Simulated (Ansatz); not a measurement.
Species: CH5FOSi, SMILES `O[SiH2]CF` (H–O–Si–C torsion 60°, O–Si–C–F torsion -60°) (charge 0, multiplicity 1).

Question: Give a relaxed geometry from PBE0-D4/def2-TZVP run with Ansatz (a program for electronic structure).

Answer: One answer among several that fit: the end point of this relaxation, one of several conformers (outside a Z-matrix the atoms follow the SMILES, hydrogens last).
Z-matrix (Å, degrees):
```
Si
O 1 1.6442
H 2 0.9586 1 117.20
H 1 1.4831 2 106.57 3 178.46
H 1 1.4878 4 110.69 2 -121.49
C 1 1.8887 4 109.22 5 -118.72
H 6 1.0952 1 111.83 4 -58.58
H 6 1.0958 7 107.93 1 -123.80
F 6 1.3981 7 107.83 8 -116.63
```
